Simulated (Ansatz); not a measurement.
Au2Se⁺. Charge 1, multiplicity 2. Geometry relaxed at r2SCAN-D4/def2-TZVP.

```xyz
3

Au    1.7466    0.3036   -0.2962
Au   -1.4313   -1.0157   -0.3874
Se   -0.3152    0.7121    0.6836
```

In the def2 sets Au takes a core potential; there is no spin–orbit coupling. The structure comes from a short search, and lower isomers may exist.

(1) Estimate the harmonic wavenumbers at UKS r2SCAN-D4/def2-TZVP (Ansatz, unscaled). Is this a minimum?

Answers

(1) 40, 248, 255 cm⁻¹. Yes, no mode is imaginary beyond noise. Zero-point energy 3.2 kJ/mol. It took 63 s on 4 threads of Intel Xeon on a shared host.
